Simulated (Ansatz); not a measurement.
Series CXY, Y = fluoro, computed as singlets and as triplets. Isolated molecules, 0 K electronic values unless said otherwise. One relaxed conformer stands for each flexible species; it need not be the lowest. Strings in code marks are SMILES.

Quantity: adiabatic spin-state energy, in eV. The DFT solution of `[CH]F` is unstable or spin-contaminated; the geometry comes from it. HF references are unrestricted for open shells and restricted for singlets. The restricted reference of `F[C]F`, `F[C]Cl` and `[CH]F` is unstable towards unrestricted orbitals.

Level 1: frozen-core CCSDTQ/6-31g // PBE0-D3(BJ)/def2-TZVP (Ansatz, a quantum-chemistry and plane-wave program)
Level 2: frozen-core CCSDT(Q)/cc-pVDZ // PBE0-D3(BJ)/def2-TZVP (Ansatz)
Level 3: PBE/cc-pVTZ // PBE0-D3(BJ)/def2-TZVP (Ansatz)
Level 4: r2SCAN/cc-pVTZ // PBE0-D3(BJ)/def2-TZVP (Ansatz)

| species | level 2 | level 3 | level 4 |
|---|---|---|---|
| `[CH]F`: multiplicity 3 minus multiplicity 1 | 0.60 | 0.412 | 0.126 |
| `F[C]F`: multiplicity 3 minus multiplicity 1 | 2.39 | 2.24 | 1.97 |
| `F[C]Cl`: multiplicity 3 minus multiplicity 1 | 1.53 | 1.44 | 1.16 |

Q: What does level 1 give for each?

A: 
- `[CH]F`: multiplicity 3 minus multiplicity 1: 0.150
- `F[C]F`: multiplicity 3 minus multiplicity 1: 1.80
- `F[C]Cl`: multiplicity 3 minus multiplicity 1: 1.14
